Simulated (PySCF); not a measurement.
HO3S, SMILES [O-][S+]([O-])O, charge -1. Geometry: PBE-D3(BJ)/def2-SVPD. One conformer was computed; it need not be the lowest.

Method: PBE-D3(BJ)/def2-SVPD (PySCF).

Harmonic wavenumbers (cm⁻¹): 216, 308, 335, 471, 527, 932, 1017, 1075, 3646. Rotational constants (GHz): 8.455, 7.394, 4.554; symmetry number 1.

Problem. Work out the zero-point energy and the ideal-gas rigid-rotor harmonic-oscillator thermochemistry at 298.15 K and 1 atm.

Solution. ZPE = ½ Σ hcν = ½ × 8528 cm⁻¹ = 12.19 kcal/mol. H − E(el) = 15.74 kcal/mol. Entropy in cal/(mol K): translation 39.09, rotation 24.54, vibration 6.20, total 69.84. G − E(el) = -5.08 kcal/mol. Cp = 16.65 cal/(mol K).
